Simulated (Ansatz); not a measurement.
Reaction: SbH3 (SMILES [SbH3]) → SbH3 (parent SMILES [SbH3], triplet)
Each species at its own B3LYP-D3(BJ)/def2-TZVP minimum (Ansatz, a first-principles code).

Total energies in hartree (Ansatz). Open shells are spin-unrestricted; no spin-orbit coupling. Cores are frozen in correlated methods (noble-gas shells, and filled d and f shells in the p block). Past Kr the def2 sets carry scalar-relativistic core potentials. Spin-orbit terms, left out, reach several kcal/mol for Br and I, and more for heavier atoms. The UHF reference of H3Sb (parent SMILES [SbH3], triplet) is spin-contaminated (<S^2> up to 0.07 over the pure value in the sets run). The spin of H3Sb (parent SMILES [SbH3], triplet) was assumed, and the state is the lowest solution found for it.

```csv
species,HF/def2-TZVPP,CCSD(T)/def2-TZVPP,HF/def2-QZVPP,CCSD(T)/def2-QZVPP,CCSDT(Q)/def2-QZVPP
1: SbH3 (SMILES [SbH3]),-240.98033,-241.15346,-240.98238,-241.16516,-241.16617
"2: SbH3 (parent SMILES [SbH3], triplet)",-240.89718,-241.05217,-240.89935,-241.06356,-241.06482
```

Q: Work out the adiabatic triplet-singlet gap (electronic) in kcal/mol: take Hartree-Fock from def2-QZVPP, extrapolate the CCSD(T) correlation energy as X^-3 (X = 3, 4), and add CCSDT(Q) - CCSD(T) in def2-QZVPP. 1 hartree = 627.51 kcal/mol.

A: 
Species 1: correlation (64·(-0.18278) - 27·(-0.17313))/37 = -0.18982; step -0.00101; E1 = -240.98238 + (-0.18982) + (-0.00101) = -241.17321
Species 2: correlation (64·(-0.16421) - 27·(-0.15499))/37 = -0.17094; step -0.00126; E2 = -240.89935 + (-0.17094) + (-0.00126) = -241.07155
-1·E1 +1·E2 = 0.10166 hartree = 63.8 kcal/mol.
